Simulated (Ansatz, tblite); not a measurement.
Cost and result up the ladder for Sn₁₀O₄H₁₆ (30 atoms). Charge 0, multiplicity 1. Geometry: PBE-D4/def2-SVP.

```xyz
30

Sn    2.8576    0.9730    0.1381
Sn   -0.4532   -1.9618   -1.8074
Sn   -1.3663    2.3679   -0.7957
Sn   -1.1672   -1.3419    3.0333
Sn    1.3487    3.1759   -0.7887
Sn   -1.6130    0.4145   -2.8507
Sn    2.2398   -1.5422   -1.0007
Sn    2.4072    0.2099    2.8233
Sn   -1.6809   -2.8489    0.5829
Sn   -1.4417    1.3023    1.8590
O    -0.3923   -3.4568   -3.1977
O    -2.2745    4.1469   -1.2360
O    -3.1052   -0.0457    2.1642
O     1.1871   -1.5017    2.6965
H     4.5816    1.2451    0.1243
H     0.1980   -3.2049   -3.9359
H    -3.2376    4.0620   -1.0896
H    -3.5250   -0.3872    1.3488
H     2.0335    3.5579   -2.3387
H     1.6985    4.5025    0.2759
H    -0.9499    0.9492   -4.3699
H    -3.3037    0.1122   -3.1369
H     3.4832   -1.9856   -2.1339
H     2.4847   -2.6373    0.3602
H     1.5079   -2.0881    1.9744
H     3.7900   -0.4372    3.6613
H    -1.3202   -4.5562    0.6037
H    -3.3991   -2.7672    0.2467
H     1.4438    1.1021    3.9544
H    -2.0316    2.6413    2.8348
```

Ansatz on 2 threads of AMD EPYC 7R13 on a shared host and a share (18 GiB) of an NVIDIA H100 80GB HBM3; xTB runs through tblite on one thread. Times are rough, summed over both states, and most runs start from the orbitals of an earlier one. PBE0-D4/def2-TZVP serves as the yardstick here, not as an exact answer. The other state is a triplet.

In the def2 sets Sn takes a core potential; there is no spin–orbit coupling. The xTB rows come from tblite. Single mean-field runs in def2-TZVP are fitted with def2-universal-jkfit.

xTB has no spin-polarisation term.

| level | functions | vertical triplet (eV) | difference from PBE0-D4/def2-TZVP (eV) |
| --- | --- | --- | --- |
| PBE0-D4/def2-TZVP | 720 | 2.04 | 0.00 |
| PBE-D4/def2-TZVP (with forces) | 720 | 1.92 | -0.12 |
| GFN1-xTB | 138 | 2.14 | 0.10 |
| GFN2-xTB | 122 | 1.59 | -0.45 |

(1) Estimate how long each takes.

## Answers

(1) GFN1-xTB 0.17 s; GFN2-xTB 0.27 s; PBE-D4/def2-TZVP (with forces) 17 s; PBE0-D4/def2-TZVP 18 s. On shared hardware such times vary by a factor of up to 3.
